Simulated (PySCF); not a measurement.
A side-by-side comparison of computed properties.

First species: C5H9FOS.
Cartesian coordinates in Å at the PBE0-D3(BJ)/def2-SVP level; atoms count from 1:
```xyz
17
C5H9FOS angstrom
O      1.6722    1.9785   -0.1019
S      1.6242    0.4757   -0.0398
C      2.5985   -0.0311   -1.5191
F      2.4428   -1.3513   -1.7918
C      0.0004   -0.0266   -0.7100
C     -1.0707    0.4058    0.2460
C     -1.3846   -0.4330    1.4516
C     -2.3640   -0.3518    0.3202
H      3.6503    0.2018   -1.2892
H      2.2387    0.6013   -2.3486
H      0.0295   -1.1190   -0.8517
H     -0.0990    0.4693   -1.6901
H     -1.1224    1.4915    0.3760
H     -0.8274   -1.3656    1.5815
H     -1.6203    0.0795    2.3873
H     -2.4779   -1.2282   -0.3244
H     -3.2840    0.2203    0.4636
```

Second species: 1-ethylpyrrole, C₆H₉N.
InChI=1S/C6H9N/c1-2-7-5-3-4-6-7/h3-6H,2H2,1H3

Levels: CAM-B3LYP/def2-SVPD for dipole moment, HOMO energy, LUMO energy, HOMO–LUMO gap, static isotropic polarisability and electronic spatial extent ⟨r²⟩ about the centre of nuclear charge; TDDFT CAM-B3LYP/def2-SVPD for lowest singlet excitation; TDA CAM-B3LYP/def2-SVPD for lowest triplet excitation (Tamm–Dancoff); ΔSCF CAM-B3LYP/def2-SVPD for vertical ionisation energy; PBE0-D3(BJ)/def2-SVP for rotational constant A and rotational constant C. Geometries: PBE0-D3(BJ)/def2-SVP. Each structure is a single optimised conformer of the isolated species, non-relativistic unless stated; the electronic structure was computed with PySCF and density fitting.

The conformers computed, where there is a choice (atom-mapped SMILES and torsion angles):
- `[O:1]=[S@:2]([CH2:3][F:4])[CH2:5][CH:6]1[CH2:7][CH2:8]1`: O1–S2–C3–F4 -167°, O1–S2–C5–C6 -69°, S2–C5–C6–C7 -82°
- `[CH3:1][CH2:2][n:3]1[cH:4][cH:5][cH:6][cH:7]1`: C1–C2–N3–C4 -87°

Values for the first species:

* Dipole moment: 2.68 D
* HOMO energy: -8.33 eV
* LUMO energy: 0.85 eV
* HOMO–LUMO gap: 9.18 eV
* Lowest singlet excitation: 5.50 eV
* Lowest triplet excitation (Tamm–Dancoff): 4.84 eV
* Static isotropic polarisability: 84.9 au
* Vertical ionisation energy: 9.08 eV
* Electronic spatial extent ⟨r²⟩ about the centre of nuclear charge: 1402 bohr²
* Rotational constant A: 2.938 GHz
* Rotational constant C: 0.825 GHz

(1) Estimate the same properties for the second species, and the change in each.

Results:

(1) 
```tsv
property	first	second	second less first
dipole moment	2.68 D	2.24 D	-0.44 D
HOMO energy	-8.33 eV	-7.29 eV	+1.04 eV
LUMO energy	0.85 eV	1.30 eV	+0.45 eV
HOMO–LUMO gap	9.18 eV	8.59 eV	-0.59 eV
lowest singlet excitation	5.50 eV	6.01 eV	+0.51 eV
lowest triplet excitation (Tamm–Dancoff)	4.84 eV	4.29 eV	-0.55 eV
static isotropic polarisability	84.9 au	77.0 au	-7.9 au
vertical ionisation energy	9.08 eV	8.05 eV	-1.03 eV
electronic spatial extent ⟨r²⟩ about the centre of nuclear charge	1402 bohr²	777 bohr²	-625 bohr²
rotational constant A	2.938 GHz	6.535 GHz	+3.597 GHz
rotational constant C	0.825 GHz	1.705 GHz	+0.880 GHz
```

On the first: No computed singlet falls in the visible range (750 to 380 nm, 1.65 to 3.26 eV); S1 lies 2.24 eV above its blue end. The polarisability is 12.58 Å³ as a volume (1 au = 0.148185 Å³), or 1.18 au for each of the 72 electrons.

On the second: S1 lies 2.58 eV below the HOMO–LUMO gap; its leading configuration is HOMO→LUMO, weight 0.82.
